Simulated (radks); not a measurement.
Effect of the nuclear size on neutral magnesium, [Ne] 3s2. Calculated with a radial shooting solver on a logarithmic mesh with Libxc functionals: Dirac Kohn-Sham, exchange-only LDA, spin-unpolarised, spherical densities, finite nucleus; Fermi nuclear charge, rms radius 3.057 fm. The rms radius is varied about that value; shifts are against it.

[
 {"rms radius (fm)": "2.4731", "total energy shift (eV)": "-0.000905", "density at nucleus (e/bohr^3)": "1151", "1s1/2 shift (meV)": "-0.375"},
 {"rms radius (fm)": "2.898", "total energy shift (eV)": "-0.000265", "density at nucleus (e/bohr^3)": "1149", "1s1/2 shift (meV)": "-0.110"},
 {"rms radius (fm)": "3.057", "total energy shift (eV)": "0", "density at nucleus (e/bohr^3)": "1148", "1s1/2 shift (meV)": "0.000"},
 {"rms radius (fm)": "3.2496", "total energy shift (eV)": "0.000340", "density at nucleus (e/bohr^3)": "1147", "1s1/2 shift (meV)": "0.141"},
 {"rms radius (fm)": "3.5217", "total energy shift (eV)": "0.000855", "density at nucleus (e/bohr^3)": "1147", "1s1/2 shift (meV)": "0.354"}
]

Slopes of the eigenvalues against <r^2> in GHz/fm^2, as finite differences over the two radii next to the reference (eigenvalue slopes, not the field-shift constants of lines): 1s1/2 28.0.
